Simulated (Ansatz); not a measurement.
PbMe4 (C₄H₁₂Pb). The state is a singlet with charge 0. Geometry B3LYP-D4/def2-SVP, basis def2-TZVP, Ansatz.

```csv
atom,x (Å),y (Å),z (Å)
Pb1,0.000,0.000,0.000
C2,-0.203,-1.607,1.590
H3,0.091,-2.577,1.165
H4,-1.248,-1.654,1.928
H5,0.450,-1.362,2.439
C6,-0.721,1.984,0.833
H7,-0.538,2.776,0.094
H8,-0.175,2.210,1.759
H9,-1.797,1.919,1.046
C10,-1.252,-0.562,-1.807
H11,-1.237,0.264,-2.532
H12,-2.286,-0.753,-1.487
H13,-0.836,-1.467,-2.270
C14,2.177,0.185,-0.615
H15,2.552,-0.801,-0.924
H16,2.765,0.554,0.236
H17,2.258,0.890,-1.454
```

```tsv
run	HOMO (eV)	LUMO (eV)
A	-7.08	-0.45
B	-7.29	-0.13
C	-6.40	-0.77
D	-8.56	0.80
E	-6.19	-1.03
```

In the def2 sets Pb takes a core potential; there is no spin–orbit coupling. B3LYP takes the VWN-RPA correlation.

Problem. The runs used B3LYP, CAM-B3LYP, PBE, PBE0, r2SCAN. Estimate which is which.

Solution. A B3LYP (20 % exact exchange); B PBE0 (25 % exact exchange); C r2SCAN (0 % exact exchange); D CAM-B3LYP (range-separated); E PBE (0 % exact exchange). Exact exchange lowers occupied and raises empty levels; among semilocal functionals meta-GGAs tend to open the gap a little, and such runs are hard to tell apart. The gap grows from 5.16 eV (PBE) to 9.36 eV (CAM-B3LYP).
